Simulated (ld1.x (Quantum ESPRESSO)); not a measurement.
## u(r) = r·R(r): atom against pseudo-atom (Cd)

Columns: radius, all-electron u(r) and pseudo u(r) of the 5s shell (level -9.23 eV) of cadmium in the configuration [Kr] 4d10 5s1.5 5p0; PBE, scalar-relativistic, ultrasoft scheme, ld1.x (Quantum ESPRESSO) 7.5.

| r (bohr) | all-electron | pseudo |
| --- | --- | --- |
| 0.148 | -0.0109 | 0.0486 |
| 0.295 | 0.1857 | 0.0975 |
| 0.443 | -0.0586 | 0.1481 |
| 0.590 | -0.2680 | 0.2000 |
| 0.738 | -0.2994 | 0.2540 |
| 0.885 | -0.1983 | 0.3090 |
| 1.033 | -0.0364 | 0.3651 |
| 1.180 | 0.1336 | 0.4205 |
| 1.328 | 0.2879 | 0.4746 |
| 1.475 | 0.4142 | 0.5250 |
| 1.623 | 0.5125 | 0.5707 |
| 1.770 | 0.5833 | 0.6095 |
| 1.918 | 0.6312 | 0.6402 |
| 2.065 | 0.6594 | 0.6613 |
| 2.213 | 0.6719 | 0.6720 |
| 2.360 | 0.6717 | 0.6717 |
| 2.508 | 0.6617 | 0.6617 |
| 2.655 | 0.6443 | 0.6443 |
| 2.802 | 0.6214 | 0.6214 |
| 2.950 | 0.5943 | 0.5943 |
| 3.098 | 0.5646 | 0.5646 |
| 3.245 | 0.5335 | 0.5335 |
| 3.393 | 0.5014 | 0.5014 |
| 3.540 | 0.4695 | 0.4695 |
| 3.688 | 0.4378 | 0.4378 |
| 3.835 | 0.4071 | 0.4071 |

How many radial nodes do the two functions have?

The all-electron 5s function has n − l − 1 = 4 (the table is too coarse to show those close to the nucleus); the pseudo-wave has 0, since the states of the same l below it are removed with the core.

At about which radius was the pseudo-wave matched?

2.30 bohr, where the columns begin to agree (steps of 0.15 bohr).

Is the pseudo-wave norm-conserving?

No, it belongs to an ultrasoft set: the norm inside the radius is not constrained, and the difference is carried by the augmentation charge.
